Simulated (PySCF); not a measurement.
Compound: C7H12F (doublet state).
Cartesian coordinates in Å at the GFN2-xTB level; atoms count from 1:
```xyz
20
C7H12F angstrom
C      2.4879    0.3912   -0.0857
C      1.2166   -0.3300    0.3504
C      0.3648   -0.6993   -0.8507
C     -0.6427    0.2116   -1.3995
C     -0.9275    1.6437   -1.2302
C     -1.1319   -1.0069   -0.7415
C     -1.8556   -0.9732    0.5873
F     -3.2158   -1.0454    0.3890
H      2.2383    1.2917   -0.6412
H      3.0891   -0.2500   -0.7262
H      3.0844    0.6716    0.7792
H      0.6489    0.3129    1.0249
H      1.4801   -1.2397    0.8974
H      0.9038   -1.3344   -1.5496
H     -0.6999    1.9891   -0.2133
H     -0.3124    2.2323   -1.9119
H     -1.9771    1.8515   -1.4316
H     -1.4940   -1.8209   -1.3639
H     -1.6729   -0.0469    1.1392
H     -1.5893   -1.8384    1.2069
```

The hyperfine couplings belong to this conformer and change with its torsions.

Identity: `CC[C@@H]1[C](C)[C@@H]1CF` [radical].

Computed, not measured: UKS B3LYP, pcH-1 on C F H, non-relativistic, mean-field spin-orbit, GIAO (PySCF). One conformer (not necessarily the lowest) at the GFN2-xTB geometry, without solvent, vibrations or thermal averaging. Couplings are sensitive to structure, and on GFN2-xTB geometries they can be far from those on DFT ones. The SCF solution wasn't tested for stability.

Q: Where do the isotropic ENDOR lines of F8, H14, H18, H15/H16/H17, H20, H13, H19 and H12 fall at 338.1 mT, to first order?

A: For S = 1/2 in fast tumbling each set of equivalent nuclei gives two lines, ν± = |νn ± a/2| to first order, with νn = g_N μN B/h and μN/h = 7.62259 MHz/T.

| nuclei | isotope | g_N | νn (MHz) | a_iso (MHz) | lower line (MHz) | upper line (MHz) |
| --- | --- | --- | --- | --- | --- | --- |
| F8 | 19F | 5.2577 | 13.55 | 12.23 | 7.44 | 19.66 |
| H14 | 1H | 5.5857 | 14.40 | 79.89 | 25.55 | 54.34 |
| H18 | 1H | 5.5857 | 14.40 | 73.88 | 22.55 | 51.34 |
| H15/H16/H17 | 1H | 5.5857 | 14.40 | 64.74 | 17.97 | 46.77 |
| H20 | 1H | 5.5857 | 14.40 | 11.36 | 8.72 | 20.08 |
| H13 | 1H | 5.5857 | 14.40 | 8.14 | 10.33 | 18.47 |
| H19 | 1H | 5.5857 | 14.40 | -2.49 | 13.15 | 15.64 |
| H12 | 1H | 5.5857 | 14.40 | -2.15 | 13.32 | 15.47 |

Q: Which pairs are centred on the nuclear Larmor frequency, and which on half the coupling?

A: Centred on νn, since |a| < 2νn: F8, H20, H13, H19 and H12. Centred on |a|/2 and split by 2νn: H14, H18 and H15/H16/H17.

Q: At what field would the lower line of H15/H16/H17 fall to zero frequency?

A: Where νn = |a|/2, that is B = 32.37 MHz/(5.5857 × 7.62259 MHz/T) = 760 mT, as far as first order holds there.

Means are taken over nuclei equivalent by connectivity, which assumes that they swap fast. The three 1H nuclei of mean +64.7 MHz run from 11.1 to 134.6 MHz in the frozen geometry.
